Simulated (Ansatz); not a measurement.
Reaction (ligand exchange at the Si–C bond): `[SiH3]C[SiH2]Cl` + `[NH2][AlH][OH]` → `[OH][AlH][NH][SiH3]` + `C[SiH2]Cl`

Gas-phase electronic energies from Ansatz, PBE0-D4/def2-TZVP geometries. CCSD(T)/CBS adds triple-zeta CCSD(T) − MP2 to the extrapolated MP2 energy (def2 sets, frozen cores). This one scheme is used for every species. Functionals use def2-TZVPP. One conformer a species, not always the lowest.

`[SiH3]C[SiH2]Cl`:

Cartesian coordinates in Å:
```
Si 1.126 0.904 0.785
C -0.071 -0.517 0.521
Si -0.983 -0.460 -1.095
Cl -2.262 -2.069 -1.250
H 1.806 0.773 2.100
H 2.156 0.913 -0.287
H 0.398 2.201 0.751
H 0.482 -1.460 0.579
H -0.803 -0.518 1.336
H -1.806 0.768 -1.199
H -0.042 -0.535 -2.239
```

`[NH2][AlH][OH]`:

```xyz
7

N    -0.706    0.042   -1.134
Al    0.381    0.254    0.234
O     0.228   -0.851    1.513
H    -1.404   -0.679   -1.211
H    -0.712    0.631   -1.950
H     1.444    1.423    0.250
H     0.770   -0.821    2.298
```

`[OH][AlH][NH][SiH3]`:

Z-matrix (Å, degrees):
```
Si
N 1 1.727
H 1 1.491 2 111.8
H 1 1.483 2 108.0 3 -120.1
H 1 1.491 2 111.8 3 119.7
Al 2 1.775 1 130.8 3 120.0
H 2 1.012 1 114.2 3 -59.9
O 6 1.693 2 117.1 1 0.1
H 6 1.579 2 120.3 1 -180.0
H 8 0.955 6 123.7 2 -179.9
```

`C[SiH2]Cl`:

Z-matrix (Å, degrees):
```
C
Si 1 1.857
H 1 1.092 2 110.8
H 1 1.094 2 110.0 3 119.8
H 1 1.092 2 110.8 3 -120.4
Cl 2 2.062 1 109.6 3 60.1
H 2 1.483 1 111.6 3 178.7
H 2 1.483 1 111.5 3 -58.5
```

CCSD(T)/CBS gives -11.9 kcal/mol.

Q: Another level gave -12.0 kcal/mol. Which?
A. HF/def2-TZVPP
B. ωB97X-V/def2-TZVPP
C. PBE-D4/def2-TZVPP
D. BHLYP/def2-TZVPP

A: B. ωB97X-V -12.0, BHLYP -13.6, PBE-D4 -10.4, HF/def2-TZVPP -14.9 kcal/mol.

Largest T1 diagnostic among the species: 0.012.

In def2-TZVPP, CCSD(T) changes the Hartree–Fock value by +2.7 kcal/mol (the triples alone add +0.3 kcal/mol) and MP2 by +2.6 kcal/mol. At CCSD(T), def2-SVP lies −0.9 kcal/mol from the extrapolated value and def2-TZVPP −0.3 kcal/mol. From BLYP to BHLYP (50 % exact exchange), in def2-TZVPP and without D4, ΔE moves by −1.2 kcal/mol.

CCSD(T)/CBS has its own doubt, a few kJ/mol and more with outer-core shells, so smaller differences from it don't rank the levels.
